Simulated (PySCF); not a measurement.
# Molecular orbitals of IF

BHandHLYP at R = 1.948 Å; I aug-cc-pVDZ-PP with ECP28, F aug-cc-pVDZ; scalar-relativistic core potentials (PySCF 2.14). State: ¹Σ⁺ (singlet), closed shell. Only the outer orbitals are listed, counted within each symmetry, core potentials removing the inner ones.

```csv
orbital,occ.,ε (eV),on I (%),main shells (%)
5σ,2,-36.34,1,98 F s
6σ,2,-22.05,87,"87 I s, 10 F p"
7σ,2,-14.68,31,"68 F p, 21 I p, 10 I s"
3π,2,-14.42,7,93 F p
3π,2,-14.42,7,93 F p
4π,2,-9.31,94,94 I p
4π,2,-9.31,94,94 I p
8σ,0,-2.84,92,"83 I p, 15 F p"
```

**Question.** Which are the highest filled and the lowest empty level, where do they sit, and how wide is the gap?

**Answer.** Highest filled 4π at -9.31 eV (in %: 94 I p); lowest empty 8σ at -2.84 eV (in %: 83 I p, 15 F p); the gap at BHandHLYP is 6.47 eV.

```
bond order (Mayer)                             : 0.57
⟨S²⟩                                           : 0.000
charge on I (Mulliken, basis-dependent)        : 0.56
charge on I (Löwdin, basis-dependent)          : 0.59
dipole moment (positive dipole means I(−)F(+)) : -2.24 D
```

Spin–orbit coupling is left out.
